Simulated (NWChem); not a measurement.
System: CdH$_{2}$SO; SMILES [SH][Cd][OH]

All runs: NWChem. Geometry: optimised at PBE0/def2-SVP. No frequency run checked for a minimum. def2 effective core potentials on Cd; no spin-orbit coupling. One conformer.

Diagonal of the polarisability tensor at PBE/def2-SVPD, static: 48.37, 87.35, 48.88 bohr³.

Question: Find the mean polarisability volume, the molar refraction, and the refractive index that an ideal gas of it would have at 273.15 K and 1 atm.

Answer: 
1. Mean: one third of the trace = 61.53 bohr³ × 0.14818 Å³/bohr³ = 9.12 Å³.
2. Molar refraction (Lorentz-Lorenz): (4π/3) N_A α = 23.0 cm³/mol.
3. Number density p/kT = 2.687 × 10⁻⁵ Å⁻³; n − 1 = 2π N α = 15.39 × 10⁻⁴.
4. These hold the electronic response alone: vibrational and orientational terms add to the static dielectric constant.
